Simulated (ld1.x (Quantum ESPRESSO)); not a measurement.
**What the settings do to the ultrasoft potential of P**

Base potential:

P (Z = 15), ultrasoft, made with ld1.x (Quantum ESPRESSO) 7.5 (PBE, scalar-relativistic). Core [Ne], reference 3s1 3p4. Waves: 3s (bound): rcut 1.65, rcutus 2.00 bohr; 3s channel at 1.25 Ry: rcut 1.65, rcutus 2.00 bohr; 3p (bound): rcut 1.45, rcutus 1.90 bohr; 3p channel at 0.65 Ry: rcut 1.45, rcutus 1.90 bohr. Local part: all-electron potential smoothed inside 1.80 bohr (lloc = -1). Core correction: Bessel-smoothed model core, default radius (core density twice the valence density). Augmentation charge: built from norm-conserving waves at rcut, not smoothed further.

Cutoffs, loose and tight: the cutoffs (Ry, on a coarse ladder) from which the occupation-weighted sum of valence levels, in a spherical-Bessel basis at the reference potential, stays within 10 and 1 mRy of its value at 400 Ry. They do not see the model core or the augmentation charge, which bear on the density cutoff. Test errors are all-electron minus pseudo excitation energies from the reference, over the configurations 3s2 3p3; 3s2 3p2; 3s2 3p1; 3s2 3p0; 3s2 3p2.5; 3s0 3p5; 3s1 3p0. A dash means not determined; rows that change the core or the reference have their own tests. The largest error is taken over the tests solved by every variant that gives reliable tests at all: 3s0 3p5; 3s2 3p0; 3s2 3p1; 3s2 3p2; 3s2 3p2.5; 3s2 3p3.

The default core radius of the base comes out at 0.99 bohr.

| change | outcome | cutoff, loose | cutoff, tight | bound ghosts | largest test error (meV) |
| --- | --- | --- | --- | --- | --- |
| base | generated | 15 Ry | 21 Ry | none | +37 |
| reference 3s2 3p3 | generated | 12 Ry | 21 Ry | none | +93 |
| local potential all-electron potential smoothed inside 1.50 bohr (lloc = -1) | generated | 15 Ry | 21 Ry | none | +37 |
| all radii but the core radius scaled by about 0.88 (s 1.76, p 1.68 bohr, rcut 1.46/1.28); local potential all-electron potential smoothed inside 1.58 bohr (lloc = -1) | generated | 12 Ry | 25 Ry | none | +28 |
| core correction Bessel-smoothed model core inside 2.12 bohr | generated | 15 Ry | 21 Ry | none | +24 |
| waves 3s (bound): rcut 1.60, rcutus 1.70 bohr; 3s channel at 1.25 Ry: rcut 1.60, rcutus 1.70 bohr | generated | 15 Ry | 21 Ry | none | +37 |
| wave 3p channel at 0.65 Ry: rcut 1.45, rcutus 1.90 bohr becomes 3p channel at 0.66 Ry: rcut 1.45, rcutus 1.90 bohr | generated | 15 Ry | 21 Ry | none | +37 |
| fully relativistic | generated | 15 Ry | 21 Ry | none | +40 |
| local potential all-electron potential smoothed inside 1.16 bohr (lloc = -1) | generated | 15 Ry | 21 Ry | none | +37 |
| augmentation PSQ, radius 1.60 bohr | generated | 15 Ry | 21 Ry | none | +8.8 |
| waves 3p (bound): rcut 1.45, rcutus 1.92 bohr; 3p channel at 0.65 Ry: rcut 1.45, rcutus 1.92 bohr | generated | 15 Ry | 21 Ry | none | +37 |
| reference 3s1.75 3p3.25 | generated | 15 Ry | 21 Ry | none | +95 |
| waves 3s (bound): rcut 1.65, rcutus 2.06 bohr; 3s channel at 1.25 Ry: rcut 1.65, rcutus 2.06 bohr | generated | 15 Ry | 21 Ry | none | +37 |
